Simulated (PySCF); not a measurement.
C6H11BO2.
Structure used (PBE0-D3(BJ)/def2-SVP), in Å, numbered top down from 1:
```xyz
20
C6H11BO2 angstrom
C     -2.219   -1.719    0.073
C     -1.646   -0.592   -0.368
C     -2.457    0.499   -1.007
C     -0.164   -0.328   -0.265
C      0.672   -1.509    0.201
O      2.042   -1.177    0.272
B      2.419    0.095    0.560
O      1.526    1.099    0.763
C      0.141    0.863    0.645
H     -1.657   -2.527    0.547
H     -3.296   -1.873   -0.033
H     -2.018    0.807   -1.971
H     -3.492    0.176   -1.186
H     -2.494    1.401   -0.374
H      0.194   -0.057   -1.278
H      0.564   -2.359   -0.491
H      0.333   -1.849    1.196
H      3.595    0.346    0.636
H     -0.288    0.678    1.646
H     -0.318    1.784    0.256
```

Level of theory: TDDFT CAM-B3LYP/def2-SVPD, vertical, gas phase, core orbitals frozen in the response in PySCF.

Kohn–Sham orbitals with the atoms that hold most of them (Löwdin shares over 4%, at most four atoms; ? is withheld):

| orbital | ε (eV) | atoms |
| --- | --- | --- |
| LUMO+2 | 1.52 | B7 25%, C3 18%, H13 7%, H14 7% |
| LUMO+1 | 1.05 | C1 20%, C2 20%, B7 9%, H10 6% |
| LUMO | 0.93 | B7 20%, C1 14%, C2 11%, C3 8% |
| HOMO | ? | ? |
| HOMO-1 | -9.87 | ? |
| HOMO-2 | -10.15 | O6 30%, O8 16%, C4 14%, C5 12% |
| HOMO-3 | -10.66 | O8 24%, C4 12%, C9 10%, B7 10% |

**Question.** Which atoms hold the HOMO, and with what shares?

**Answer.** C1 (bonded to C and 2 H) 36%; C2 (bonded to 3 C) 31%; C3 (bonded to C and 3 H) 6%; C4 (bonded to 3 C and H) 6%.

**Question.** Which atoms hold the HOMO-1, and with what shares?

**Answer.** O8 (bonded to B and C) 31%; O6 (bonded to B and C) 31%; C9 (bonded to C, O and 2 H) 9%; C5 (bonded to C, O and 2 H) 8%. By element: oxygen 62%, carbon 17% or more.

**Question.** What is the HOMO energy, and the HOMO–LUMO gap?

**Answer.** ε(HOMO) = -8.87 eV; the gap is 9.80 eV (0.3601 hartree).

**Question.** The HOMO–LUMO gap is 9.80 eV. Where does the response calculation put the lowest singlet, and from which orbitals?

**Answer.** S1 is at 7.08 eV (f = 0.149), 2.72 eV below the gap, made of HOMO→LUMO (81%), HOMO→LUMO+2 (9%). 

**Question.** Give energy, strength and leading configuration of S1 and S2, and follow the Löwdin shares of the leading atoms from the occupied to the empty orbital.

**Answer.** 
- S1 (7.08 eV, f 0.149), HOMO→LUMO (81%): C1 36% → 14%, C2 31% → 11%, B7 at most 6% → 20%
- S2 (7.14 eV, f 0.203), HOMO→LUMO+1 (87%): C1 36% → 20%, C2 31% → 20%

One conformer stands for the species.
